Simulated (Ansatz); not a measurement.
Consider the formal exchange of groups at a C–Si bond: `FC[SiH2]CCl` + `O[BH][GeH3]` → `O[B]([GeH3])CCl` + `FC[SiH3]`.

Isolated molecules relaxed with PBE0-D4/def2-TZVP in Ansatz; ΔE leaves out vibrations. CCSD(T)/CBS is the MP2 limit (def2-TZVPP, def2-QZVPP) plus CCSD(T) − MP2 in def2-TZVPP, frozen cores. DFT in def2-TZVPP. For Ge outer-core shells are correlated without core-valence functions, which leaves a few kJ/mol of doubt a bond. Scalar relativity is left out up to krypton. Each species was taken in one conformer, which may not be the lowest.

`FC[SiH2]CCl`:

Z-matrix (Å, degrees):
```
C
Si 1 1.890
F 1 1.394 2 109.3
H 1 1.094 2 111.1 3 119.3
H 1 1.095 2 111.8 3 -119.8
C 2 1.882 1 109.1 3 -60.0
H 2 1.488 1 109.7 3 59.2
H 2 1.486 1 109.1 3 179.9
Cl 6 1.787 2 109.5 1 -62.3
H 6 1.090 2 112.3 1 178.3
H 6 1.091 2 111.3 1 56.4
```

`O[BH][GeH3]`:

Cartesian coordinates in Å:
```
O -0.906 1.065 1.214
B -0.081 0.879 0.164
Ge 0.310 -1.055 -0.464
H -1.037 1.990 1.445
H 0.409 1.832 -0.385
H -0.408 -2.131 0.369
H -0.111 -1.237 -1.937
H 1.824 -1.343 -0.407
```

`O[B]([GeH3])CCl`:

Z-matrix (Å, degrees):
```
Ge
B 1 2.083
H 1 1.541 2 110.6
H 1 1.535 2 113.8 3 -121.1
H 1 1.546 2 109.9 3 117.9
C 2 1.578 1 122.4 3 64.5
O 2 1.351 1 121.5 3 -116.1
Cl 6 1.797 2 103.6 1 73.6
H 6 1.089 2 115.0 1 -42.6
H 6 1.090 2 113.6 1 -170.3
H 7 0.961 2 114.4 1 -2.7
```

`FC[SiH3]`:

```xyz
8

F    -0.169    1.857   -0.519
C    -0.226    0.842    0.431
Si    0.207   -0.826   -0.358
H    -1.235    0.828    0.856
H     0.471    1.091    1.238
H     0.129   -1.865    0.704
H     1.583   -0.783   -0.913
H    -0.760   -1.144   -1.438
```

**Question.** Is it downhill or uphill in electronic energy at CCSD(T)/CBS, and by how much? (An estimate is asked.)

**Answer.** Computed: Downhill: ΔE = -2.9 kcal/mol.

**Question.** What do these levels give: PBE, SCS-MP2/def2-TZVPP, CCSD/def2-TZVPP, HF/def2-QZVPP, MP2/CBS(def2), CCSD/CBS(def2)? (Best estimate.)

**Answer.** Ansatz gave: PBE -3.3, SCS-MP2/def2-TZVPP -3.0, CCSD/def2-TZVPP -3.1, HF/def2-QZVPP -2.3, MP2/CBS(def2) -2.7, CCSD/CBS(def2) -2.7 kcal/mol.

Largest T1 diagnostic among the species: 0.013.
